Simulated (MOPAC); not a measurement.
MOPAC input (PM7):

```
PM7 1SCF CHARGE=-1 GEO-OK AUX(PRECISION=9) THREADS=1
BF2

B     0.31842600 1   -0.56037100 1   -0.14305900 1
F     0.23682600 1    0.07215500 1    1.09084100 1
F    -0.41372900 1    0.23916200 1   -1.01136400 1
```

From the output:

```
                                                       MOPAC v23.2.5 Linux

          FINAL HEAT OF FORMATION =       -162.29074 KCAL/MOL =    -679.02446 KJ/MOL

          COSMO AREA              =         71.27 SQUARE ANGSTROMS
          COSMO VOLUME            =         53.21 CUBIC ANGSTROMS

          IONIZATION POTENTIAL    =          2.934395 EV
          HOMO LUMO ENERGIES (EV) =         -2.934  5.322
          NO. OF FILLED LEVELS    =          9
          MOLECULAR WEIGHT        =         48.8068         POINT GROUP:  C2v

          MOLECULAR DIMENSIONS (Angstroms)

            Atom       Atom       Distance
            F     3    F     2     2.20689
            F     2    B     1     0.84360
            B     1    F     3     0.00000

          SCF CALCULATIONS        =          1

   ATOM   CHEMICAL          X               Y               Z
  NUMBER   SYMBOL      (ANGSTROMS)     (ANGSTROMS)     (ANGSTROMS)

     1       B          0.31842600  *  -0.56037100  *  -0.14305900  *
     2       F          0.23682600  *   0.07215500  *   1.09084100  *
     3       F         -0.41372900  *   0.23916200  *  -1.01136400  *

                             CARTESIAN COORDINATES

   1    B        0.318426000    -0.560371000    -0.143059000
   2    F        0.236826000     0.072155000     1.090841000
   3    F       -0.413729000     0.239162000    -1.011364000

           Empirical Formula: B F2  =     3 atoms

      MOLECULAR POINT GROUP   :   C2v

                  EIGENVALUES
 -32.63562 -32.56624  -9.96471  -9.68745  -9.36369  -8.45554  -8.08452  -7.44481
  -2.93440   5.32231   7.79770  12.16168

              NET ATOMIC CHARGES AND DIPOLE CONTRIBUTIONS

  ATOM NO.   TYPE          CHARGE      No. of ELECS.   s-Pop       p-Pop
    1          B          -0.317507        3.3175     0.27943     3.03808
    2          F          -0.341247        7.3412     1.95317     5.38807
    3          F          -0.341247        7.3412     1.95317     5.38807
 DIPOLE           X         Y         Z       TOTAL
 POINT-CHG.    -0.188     0.330     0.084     0.389
 HYBRID         0.681    -1.198    -0.306     1.412
 SUM            0.493    -0.868    -0.222     1.023

          ATOMIC ORBITAL ELECTRON POPULATIONS

     Atom    s        px        py        pz
    1  B   0.27943   1.50457   0.81557   0.71794
    2  F   1.95317   1.97470   1.84307   1.57030
    3  F   1.95317   1.84438   1.78420   1.75949

 **********************
 *                    *
 * JOB ENDED NORMALLY *
 *                    *
 **********************

 == MOPAC DONE ==
```

The dipole moment of an ion depends on the origin.

The geometry given is a B3LYP-D3(BJ)/def2-TZVP minimum.
